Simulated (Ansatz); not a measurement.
## Worked example: SnH3F + SiH4 → SiH3(SnH3) + HF

Gas-phase species: SnH3F `[F][SnH3]`, singlet; SiH4 (silane) `[SiH4]`, singlet; SiH3(SnH3), singlet; HF (hydrogen fluoride), singlet. The partners trade F for SiH3: Sn–F and H–SiH3 bonds give way to Sn–SiH3 and H–F.

Shapes, held fixed at every level: PBE0-D4/def2-TZVP. Programs: Ansatz 0.2.0. The zero-point and thermal change to 298 K, harmonic and unscaled (PBE0-D4/def2-TZVP), is +5.2 kJ/mol.

At CCSD(T)/def2-TZVPP; 1 Eh = 2625.50 kJ/mol:

```
   species  energy (Eh)
     SnH3F  -315.202823
      SiH4  -291.435642
SiH3(SnH3)  -506.285385
        HF  -100.344537
```

Work out ΔH(298 K) of the reaction at this level.


1. Products less reactants: (-506.285385) + (-100.344537) − [(-315.202823) + (-291.435642)] = 0.008543 Eh = +22.4 kJ/mol.
2. With the thermal change: +22.4 + (+5.2) = +27.6 kJ/mol.

Other levels give +23.4 (PBE-D4/def2-TZVPP) to +50.3 kJ/mol (HF/def2-SVP). No measured value is set beside it here. For atoms past krypton def2 sets carry core potentials with scalar relativity. Outer-core shells of Sn are correlated, in sets that cover them unevenly. The median of the other correlated levels is +38.6 kJ/mol.
